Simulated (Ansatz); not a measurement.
Consider the hydrogenolysis of the Si–Cl bond: `Cl[SiH]1C[Se]1` + H₂ → `C1[SiH2][Se]1` + HCl.

Isolated molecules relaxed with PBE0-D4/def2-TZVP in Ansatz; ΔE leaves out vibrations. CCSD(T)/CBS adds triple-zeta CCSD(T) − MP2 to the extrapolated MP2 energy (def2 sets, frozen cores). This one scheme is used for every species. Functionals use def2-TZVPP. For Se outer-core shells are correlated without core-valence functions, which leaves a few kJ/mol of doubt a bond. Scalar relativity is left out up to krypton.

`Cl[SiH]1C[Se]1`:

Cartesian coordinates in Å:
```
Cl 2.228 -0.404 -1.117
Si 0.444 0.429 -0.591
C -0.502 -0.324 0.780
Se -1.455 -0.619 -0.996
H 0.535 1.891 -0.747
H -0.164 -1.261 1.210
H -1.086 0.288 1.460
```

H₂:

Z-matrix (Å, degrees):
```
H
H 1 0.746
```

`C1[SiH2][Se]1`:

Cartesian coordinates in Å:
```
C -0.429 -0.593 -0.586
Si 0.341 0.479 0.695
Se 0.672 0.849 -1.474
H -0.030 -1.584 -0.777
H -1.485 -0.494 -0.813
H -0.522 1.411 1.453
H 1.453 -0.068 1.502
```

HCl:

Cartesian coordinates in Å:
```
Cl 0.465 -0.359 -0.252
H -0.465 0.359 0.252
```

```tsv
level	ΔE (kJ/mol)
revPBE-D4	82.1
r2SCANh-D4	81.0
BLYP	69.3
BHLYP	66.8
HF/def2-SVP	51.4
CCSD/def2-SVP	56.6
HF/def2-TZVPP	59.7
MP2/CBS(def2)	87.3
```

Question: What does CCSD(T)/CBS give? (An estimate is asked.)

Answer: Computed: +76.5 kJ/mol. The listed levels differ from it by 5.6, 4.5, -7.2, -9.7, -25.1, -19.9, -16.8, 10.8 kJ/mol.

Question: What do rigid-rotor, harmonic-oscillator terms from PBE0-D4/def2-TZVP frequencies (298.15 K, 1 bar) make of the CCSD(T)/CBS value? (Estimate.)

Answer: The calculation gave: ΔZPE = +7.5 kJ/mol, ΔH = +81.1 kJ/mol, ΔS = 23 J/(mol·K), ΔG = +74.1 kJ/mol.

Largest T1 diagnostic among the species: 0.011.

Leaving LDA and LC-ωPBE aside and taking each functional with its dispersion term where it has one, the values, not all of them listed here, spread over 10.3 kJ/mol, from CAM-B3LYP-D4 to r2SCAN-D4. From r2SCAN to r2SCAN0 (25 % exact exchange), in def2-TZVPP and without D4, ΔE moves by −3.5 kJ/mol.
